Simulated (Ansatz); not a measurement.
Cartesian coordinates in Å:
```
F -2.608 -1.564 0.218
B -1.439 -0.944 0.114
Si -1.032 1.038 0.214
B 0.947 0.797 -0.059
C 1.355 -0.703 -0.230
S 0.025 -1.953 -0.152
H -1.678 1.845 -0.863
H -1.371 1.661 1.526
H 1.820 1.614 -0.107
H 1.876 -0.826 -1.188
H 2.106 -0.963 0.527
```

Total charge 0; spin multiplicity 1.

(1) List the PBE0/def2-TZVPP orbital energies in eV (the Gaussian-basis code of Ansatz). (Best estimate.)

## Answers

(1) Ansatz gave: Occupied: -2422.60, -1802.03, -674.26, -279.16, -217.95, -186.37, -185.28, -161.78, -161.67, -161.64, -144.46, -99.12, -99.10, -99.09, -33.90, -22.29, -18.70, -15.97, -15.11, -13.66, -13.02, -12.70, -12.56, -11.82, -11.24, -9.89, -9.39, -8.38, -7.74, -7.56. Lowest empty: -2.49, -0.83, 0.14, 0.70, 1.30, 1.72, 1.80, 2.06.
